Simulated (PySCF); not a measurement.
Nuclear quadrupole coupling in `C[Si@H](S)SC1(C)CC1`

Species: C₅H₁₂S₂Si.
Z-matrix (Å and degrees, GFN2-xTB geometry), rows numbered from 1:
```
C 
Si  1  1.8932
S   2  2.1520  1  109.02
S   2  2.1501  1  113.18  3  -117.42
C   4  1.8116  2  101.89  1   -48.49
C   5  1.5051  4  113.91  2   -66.49
C   5  1.4980  4  117.07  2    81.78
C   5  1.4980  4  114.98  2   149.48
H   1  1.0857  2  110.22  3   -57.62
H   1  1.0858  2  111.49  3  -177.55
H   1  1.0875  2  111.48  3    61.67
H   2  1.4608  1  112.05  3   118.72
H   3  1.3222  2   96.63  1  -135.49
H   6  1.0887  5  110.12  4   -53.11
H   6  1.0883  5  110.14  4  -172.87
H   6  1.0896  5  110.94  4    66.89
H   7  1.0793  5  118.53  8  -107.33
H   7  1.0806  5  117.82  8   108.66
H   8  1.0789  5  118.01  7   107.72
H   8  1.0799  5  117.98  7  -108.89
```

Field gradients from the PBE0/pcSseg-1 density (PySCF, non-relativistic), principal values in atomic units, ordered |Vxx| ≤ |Vyy| ≤ |Vzz|:

```tsv
atom	Vxx	Vyy	Vzz
S3	0.3093	1.8548	-2.1640
S4	0.2302	2.0824	-2.3126
```

Question: Find the asymmetry η = (Vxx − Vyy)/Vzz and the couplings χ = eQV/h (234.96 MHz × Q in barn × V in au), with Q(33S) = −0.0678 b.

Answer: 
```tsv
atom	environment	nucleus	η	χzz (MHz)	χxx (MHz)	χyy (MHz)
S3	sulfur bonded to Si and H	33S	0.71	34.47	-4.93	-29.55
S4	sulfur bonded to C and Si	33S	0.80	36.84	-3.67	-33.17
```

The tensor is traceless: Vxx + Vyy + Vzz = 0.

Question: What is Vzz at S3 in SI units (1 au = 9.71736 × 10²¹ V/m²)?

Answer: -2.1640 au = -21.029 × 10²¹ V/m².

Were the hydrogens deuterons (Q(2H) = 0.00286 b), χzz would run from 110 kHz (H12) to 222 kHz (H20, H19, H17 and H18).

One conformer (not necessarily the lowest) at the GFN2-xTB geometry, without solvent, vibrations or thermal averaging. GFN2-xTB bond lengths can be off by several hundredths of an ångström, more for odd bonds, and the gradients follow them. A larger basis could move these couplings by a tenth or more.
